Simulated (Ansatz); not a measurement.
System: AlCl, charge 1, doublet. AlCl+ (parent SMILES [Cl][Al], doublet).
B3LYP-D3(BJ)/def2-TZVP minimum from Ansatz (a first-principles code):
```xyz
2

Al     0.0000     0.0000    -1.1542
Cl     0.0000     0.0000     0.8826
```
Charge +1, spin multiplicity 2.

Total energies in cc-pV(Q+d)Z, 9 correlated electrons, 10 frozen orbitals. Radicals and triplets start from unrestricted determinants; spin-orbit coupling is neglected. Correlated methods leave the cores frozen. No relativity. The spin of AlCl+ (parent SMILES [Al][Cl], doublet) was assumed, and the state is the lowest solution found for it.

```csv
method,program,energy (Eh),minus CCSDT(Q) (mEh)
HF,Ansatz,-701.21653,266.13
MP2,Ansatz,-701.45149,31.17
CCSD,Ansatz,-701.46878,13.87
CCSD(T),Ansatz,-701.48126,1.39
CCSDT(Q),Ansatz,-701.48266,0.00
```

Rough core times of Ansatz's runs on a shared machine: CCSD(T) 40 s, CCSDT(Q) 30 min.
